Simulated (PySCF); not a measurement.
InH2(NH2).
Bonds: In1–N4. Hydrogens: H2, H3 on In1; H5, H6 on N4.

Level of theory: PySCF 2.14.0, PBE0-D3(BJ)/def2-SVP geometry optimisation, gas phase, def2 core potentials past Kr.

Q: Give the optimised bond lengths and angles.

A: 
```tsv
bond	length (bohr)
In1–H2, In1–H3	3.252
In1–N4	3.812
N4–H5, N4–H6	1.915
```

Bonds in one row agree within 0.02 bohr and their mean is given. A selection of angles:
```tsv
angle	degrees
H2–In1–H3	129.6
H2–In1–N4	115.3
In1–N4–H5	124.6
In1–N4–H6	124.3
H5–N4–H6	111.0
```

N4 (nitrogen bonded to In and 2 H) is planar (angles 124.6°, 124.3° and 111.0°, sum 360.0°, 0.01 Å off the plane of its three neighbours). In1 (indium bonded to N and 2 H) is planar (angles 129.6°, 115.3° and 115.1°, sum 360.0°, 0.00 Å off the plane of its three neighbours).

Point group: C2v (every atom within 0.08 Å of its image). Not checked by PBE0-D3(BJ)/def2-SVP frequencies.

Hardware: one thread of an Arm Neoverse V2, on a shared host. Cost: 14 s, 0.26 GiB resident at most. These figures are those of the optimisation.
